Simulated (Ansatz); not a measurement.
Consider the substitution at a C–B bond: `CB(C)CN` + `[OH][InH][Cl]` → `C[O][InH][Cl]` + `CBCN`.

Gas-phase electronic energies from Ansatz, PBE0-D4/def2-TZVP geometries. CBS: MP2 limit from def2 TZ/QZ plus the TZ coupled-cluster correction, frozen cores. Elements past krypton have def2 core potentials. For In outer-core shells are correlated without core-valence functions, which leaves a few kJ/mol of doubt a bond. One conformer a species, not always the lowest.

| species | CCSD(T)/CBS(def2) energy (Eh) |
| --- | --- |
| `CB(C)CN` | -199.68537 |
| `[OH][InH][Cl]` | -726.02900 |
| `C[O][InH][Cl]` | -765.26650 |
| `CBCN` | -160.40477 |

Task: Work out ΔE.

Result: ΔE = (-765.26650) + (-160.40477) − (-199.68537) − (-726.02900) = 0.04310 Eh = +113.2 kJ/mol.

Largest T1 diagnostic among the species: 0.016.

In def2-TZVPP, CCSD(T) changes the Hartree–Fock value by +14.9 kJ/mol (the triples alone add +0.9 kJ/mol) and MP2 by +21.5 kJ/mol. At CCSD(T), def2-SVP lies −14.8 kJ/mol from the extrapolated value and def2-TZVPP −1.9 kJ/mol. From BLYP to BHLYP (50 % exact exchange), in def2-TZVPP and without D4, ΔE moves by +4.2 kJ/mol.
